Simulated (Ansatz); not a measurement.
HNaO (SMILES [OH][Na]) moved off its minimum; all values from Ansatz (an electronic-structure program), cores frozen in correlated methods.
(charge 0, multiplicity 1)
```xyz
3

Na    -0.0050     0.0153    -0.8801
O     -0.0269     0.0308     0.9798
H      0.1176     0.0074     1.9597
```

Forces at PBE/def2-TZVPP (eV/Å):

```tsv
atom	Fx	Fy	Fz
Na1	0.004	-0.008	-1.165
O2	0.220	-0.029	2.549
H3	-0.223	0.037	-1.383
```

### Question
Give the forces (eV/Å), the total energy and the dipole at CCSD(T)/def2-TZVPPD.

### Answer

```
atom      Fx      Fy      Fz
----  ------  ------  ------
Na1   -0.013  -0.006  -1.480
O2     0.335  -0.048   3.270
H3    -0.322   0.054  -1.790
```
Energy -237.6161 hartree, dipole 6.52 D.
